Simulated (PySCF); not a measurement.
Coordinates in bohr (charge 0 multiplicity 4):
```
Ru   -0.0008    0.0002    0.0000
N     2.9932   -0.7749    0.0000
F    -1.1016    0.2852   -3.3202
F    -1.1016    0.2852    3.3202
```

Level of theory: PySCF, UPBE0, basis Ru def2-TZVP with ECP28, N def2-TZVP, F def2-TZVP (scalar-relativistic core potentials, no spin–orbit coupling, density fitting).

This geometry of RuNF₂ is a stationary point at this level.

(1) What is the point group?

(2) Is it a minimum?

(3) Give the atomic charges and bond orders.

(4) Give the ideal-gas entropy at 298.15 K and 1 bar by parts.

(5) What is the atomisation energy, with and without zero-point energy?

Answers

(1) C2v.

(2) Yes: all harmonic wavenumbers are real.

(3) 
| atom | Mulliken | Löwdin | polar tensor | spin (Mulliken) | Mayer order to Ru1 |
| --- | --- | --- | --- | --- | --- |
| Ru1 | 1.35 | 0.79 | 1.52 | 2.27 | – |
| N2 | -0.38 | -0.19 | -0.28 | 0.50 | 2.34 |
| F3,4 | -0.49 | -0.30 | -0.62 | 0.12 | 0.75 |

(4) translation 171.7, rotation 100.2, vibration 31.3, spin 11.5; total 314.8 J/(mol K).

(5) 1194 kJ/mol without, 1177 kJ/mol with.

This need not be the most stable arrangement of these atoms. Other spin states or occupations of the open shell can lie lower. At this level a doublet minimum of C2v symmetry lies 100 kJ/mol below this structure.
